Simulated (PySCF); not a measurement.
**Magnetic susceptibility: `C1=CCC(C)=C[C@H]1C`, C$_{8}$H$_{12}$**

Molfile (atoms numbered from 1):
```
C8H12
     RDKit          3D

 20 20  0  0  0  0  0  0  0  0999 V2000
   -2.3381    1.0845   -0.6925 C   0  0  0  0  0  0  0  0  0  0  0  0
   -1.0841    0.3063   -0.4297 C   0  0  0  0  0  0  0  0  0  0  0  0
    0.1142    0.7383   -0.7900 C   0  0  0  0  0  0  0  0  0  0  0  0
    1.3993    0.0101   -0.5318 C   0  0  1  0  0  0  0  0  0  0  0  0
    2.2699    0.8105    0.4503 C   0  0  0  0  0  0  0  0  0  0  0  0
    1.1585   -1.3678    0.0054 C   0  0  0  0  0  0  0  0  0  0  0  0
   -0.0295   -1.8143    0.3703 C   0  0  0  0  0  0  0  0  0  0  0  0
   -1.2840   -1.0070    0.2717 C   0  0  0  0  0  0  0  0  0  0  0  0
   -3.0188    0.5082   -1.3195 H   0  0  0  0  0  0  0  0  0  0  0  0
   -2.8531    1.2974    0.2445 H   0  0  0  0  0  0  0  0  0  0  0  0
   -2.1184    2.0254   -1.1905 H   0  0  0  0  0  0  0  0  0  0  0  0
    0.2173    1.6911   -1.2935 H   0  0  0  0  0  0  0  0  0  0  0  0
    1.9566   -0.0704   -1.4764 H   0  0  0  0  0  0  0  0  0  0  0  0
    2.4733    1.8035    0.0551 H   0  0  0  0  0  0  0  0  0  0  0  0
    1.7533    0.9144    1.4020 H   0  0  0  0  0  0  0  0  0  0  0  0
    3.2167    0.3025    0.6210 H   0  0  0  0  0  0  0  0  0  0  0  0
    2.0358   -1.9941    0.1006 H   0  0  0  0  0  0  0  0  0  0  0  0
   -0.1453   -2.8157    0.7642 H   0  0  0  0  0  0  0  0  0  0  0  0
   -1.6774   -0.8238    1.2801 H   0  0  0  0  0  0  0  0  0  0  0  0
   -2.0513   -1.5884   -0.2540 H   0  0  0  0  0  0  0  0  0  0  0  0
  1  2  1  0
  2  3  2  0
  3  4  1  0
  4  5  1  0
  4  6  1  0
  6  7  2  0
  7  8  1  0
  8  2  1  0
  1  9  1  0
  1 10  1  0
  1 11  1  0
  3 12  1  0
  4 13  1  6
  5 14  1  0
  5 15  1  0
  5 16  1  0
  6 17  1  0
  7 18  1  0
  8 19  1  0
  8 20  1  0
M  END
```

Computed with GIAO PBE/pcSseg-1 magnetisability, rotational g tensor and spin-rotation constants, non-relativistic, gas phase in PySCF 2.14.0. Geometry: GFN2-xTB.

Q: What are the magnetisability and the molar susceptibility?

A: Isotropic -1232 × 10⁻³⁰ J/T², or -74.2 × 10⁻⁶ cm³/mol; principal values -1402, -1196, -1098 × 10⁻³⁰ J/T², anisotropy 269 × 10⁻³⁰ J/T² (root of half the summed squared differences of the principal values). The susceptibility is in cgs units.

Q: Split it along the inertial axes a, b, c into diamagnetic and paramagnetic parts about the centre of mass, with the quadrupole moment.

A: 
| axis | χ (10⁻⁶ cm³/mol) | diamagnetic (10⁻⁶ cm³/mol) | paramagnetic (10⁻⁶ cm³/mol) | summed x² of all electrons (Å²) | quadrupole Θ (D Å) |
| --- | --- | --- | --- | --- | --- |
| a | -72.6 | -506.0 | 433.4 | 170.5 | +2.56 |
| b | -66.9 | -832.4 | 765.6 | 93.6 | +1.19 |
| c | -83.2 | -1120.6 | 1037.4 | 25.7 | -3.75 |

Anisotropies 2χaa − χbb − χcc = +4.9 and 2χbb − χaa − χcc = +22.0 × 10⁻⁶ cm³/mol. Θ is traceless in Buckingham's convention.

Q: And the rotational g tensor?

A: 
```tsv
axis	rotational constant (GHz)	g	nuclear part	electronic part
a	3.2221	-0.0261	0.6300	-0.6561
b	1.7755	-0.0185	0.6201	-0.6386
c	1.2607	-0.0017	0.6127	-0.6144
```
Asymmetric top; isotopes 12C, 1H; no vibrational averaging.
